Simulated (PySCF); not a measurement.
**Stretching SnH**

Set-up: basis Sn def2-SVP with ECP28, H def2-SVP; scalar-relativistic core potentials; PySCF 2.14. Energies in eV from Sn + H in their ground configurations at the same level. State: ²Π (doublet), unpaired electrons π ↑.

| R (Å) | PBE |
| --- | --- |
| 1.539 | -2.098 |
| 1.611 | -2.363 |
| 1.683 | -2.521 |
| 1.736 | -2.585 |
| 1.790 | -2.611 |
| 1.844 | -2.607 |
| 1.915 | -2.564 |
| 2.005 | -2.465 |
| 2.112 | -2.301 |
| 2.255 | -2.037 |

Task: Put a parabola through the three lowest points of the PBE curve and estimate Re, k and ωe (reduced mass 0.9994 u; 1 eV/Å² = 0.16022 mdyn/Å; ωe = 1302.8·√(k/μ) cm⁻¹).

Result: Through R = 1.736, 1.79, 1.844 Å the second-order coefficient is 5.14 eV/Å², so Re ≈ 1.810 Å, k ≈ 1.65 mdyn/Å and ωe ≈ 1673 cm⁻¹. A polynomial fit of higher order to the unrounded PBE energies gives Re = 1.808 Å, k = 1.57 mdyn/Å, ωe = 1635 cm⁻¹; anharmonicity and rounding make the difference.

The higher-order fit for each curve: PBE: Re = 1.808 Å, ωe = 1635 cm⁻¹, De = 2.61 eV.

Spin–orbit coupling is left out, which matters for elements this heavy, above all for dissociation energies. The state was picked by a PBE0 search and need not be the measured ground state.
